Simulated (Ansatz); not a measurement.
# Energy profile

The step: CH₆GaN ([CH3][GaH][NH2]) → GaNH₂ ([NH][GaH]) + CH₄; bonds formed: C2–H4; bonds broken: Ga1–C2, N3–H4 (atoms numbered as in the saddle structure below).

Ga1  (-1.258, -0.018, -0.007)
C2  (0.884, 0.679, -0.040)
N3  (-0.507, -1.597, 0.107)
H4  (0.495, -0.610, 0.045)
H5  (-2.231, 1.180, -0.096)
H6  (1.907, 0.285, -0.022)
H7  (0.805, 1.248, -0.971)
H8  (0.812, 1.356, 0.815)
H9  (-0.907, -2.525, 0.167)
(Å)

Electronic energies by CCSD(T) at an estimated basis limit (MP2 extrapolated from triple and quadruple zeta, plus CCSD(T) − MP2 in triple zeta), on PBE0-D4/def2-TZVP structures; CH$_{6}$GaN, closed shell; no counterpoise correction. Ansatz 0.2.0; basis: def2-TZVPP and def2-QZVPP; cores frozen in the correlated methods. Filled d shells of the heavier atoms are correlated. The def2 sets are not built for correlating such inner shells, so the correlated values are less sure here. Extrapolation: Hartree–Fock as exp(−7.88 √X), correlation as X^−2.97.

Question: Give the profile in kcal/mol, counted from the start structure. (To be estimated.)

Answer: The calculation gives:
```json
{"point": "start structure", "kcal/mol": "0.00"}
{"point": "saddle", "kcal/mol": "77.87"}
{"point": "end structure", "kcal/mol": "50.14"}
{"point": "separated: GaNH$_{2}$ (linked as [NH][GaH]; Ga1, N3, H5, H9; singlet) + CH$_{4}$ (C2, H4, H6, H7, H8; singlet)", "kcal/mol": "51.94"}
```

The T1 diagnostic stays at or below 0.024.

For scale, one of the runs: CCSD(T)/def2-TZVPP, 194 basis functions, launched by `ansatz run in.yaml --threads 4 --pin off --events-out ev --progress --plain --max-ram 9574MiB`. Hardware: 4 CPU threads of an Arm Neoverse V2, shared host. Wall time 32 s; peak host memory 2.2 GiB.
